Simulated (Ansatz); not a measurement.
Worked example: GeH3Br + C2H5I → GeH3I + C2H5Br

Gas-phase species: GeH3Br `[GeH3][Br]`, singlet; C2H5I (iodoethane) `CCI`, singlet; GeH3I `[GeH3][I]`, singlet; C2H5Br (bromoethane) `CCBr`, singlet. The partners trade Br for I: Ge–Br and C–I bonds give way to Ge–I and C–Br.

Shapes, held fixed at every level: PBE0-D4/def2-TZVP. Programs: Ansatz 0.2.0. The zero-point and thermal change to 298 K, harmonic and unscaled (PBE0-D4/def2-TZVP), is +0.6 kJ/mol.

At CCSD(T)/def2-TZVPP; 1 Eh = 2625.50 kJ/mol:

```
species   energy (Eh)
 GeH3Br  -4650.143558
  C2H5I   -376.217188
  GeH3I  -2374.572634
 C2H5Br  -2651.785490
```

Q: Work out ΔH(298 K) of the reaction at this level.

A: 
1. Products less reactants: (-2374.572634) + (-2651.785490) − [(-4650.143558) + (-376.217188)] = 0.002622 Eh = +6.9 kJ/mol.
2. With the thermal change: +6.9 + (+0.6) = +7.5 kJ/mol.

Other levels give +3.5 (r2SCAN0-D4/def2-TZVPP) to +6.7 kJ/mol (CCSD/def2-TZVPP). No measured value is set beside it here. For atoms past krypton def2 sets carry core potentials with scalar relativity. Relativity is left out for Br, Ge. Outer-core shells of Br, Ge, I are correlated, in sets that cover them unevenly.
